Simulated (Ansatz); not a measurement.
H8N2O3Si2 (`N[Si@H](O)O[Si@@H](N)O`) at its PBE0-D4/def2-TZVP geometry, where that method's forces vanish. Total charge 0; spin multiplicity 1.

```xyz
15

N     1.1125   -0.0327   -2.0289
Si    1.5408    0.1052   -0.3744
O     1.3120    1.6497    0.1032
O     0.5625   -0.9462    0.4271
Si   -1.0243   -0.8130    0.7918
N    -1.6246    0.7228    0.2943
O    -1.2515   -0.8398    2.4115
H     1.0884   -0.9429   -2.4620
H     1.4540    0.6608   -2.6761
H     2.9346   -0.2443   -0.0314
H     0.3695    1.8542    0.1821
H    -1.7128   -1.9494    0.1387
H    -1.9504    0.8270   -0.6554
H    -2.2451    1.1936    0.9364
H    -0.5657   -1.2449    2.9430
```

Task: What forces (eV/Å) does B3LYP-D4/def2-TZVPP give on these atoms in the Gaussian-basis code of Ansatz? (Best estimate.)

Result: The calculation gave: 
```
N1   0.003 -0.009 -0.083
Si2  0.325 -0.102  0.027
O3  -0.070  0.099  0.036
O4   0.014 -0.038  0.014
Si5 -0.145 -0.216 -0.109
N6  -0.066  0.061 -0.036
O7   0.003 -0.015  0.127
H8  -0.007  0.007 -0.028
H9  -0.013 -0.013 -0.029
H10 -0.091  0.027 -0.026
H11  0.020  0.077  0.018
H12  0.040  0.081  0.040
H13 -0.006  0.032  0.012
H14 -0.004  0.017 -0.026
H15 -0.003 -0.008  0.063
```

B3LYP here is the variant with VWN-RPA as its local correlation; programs differ in this.
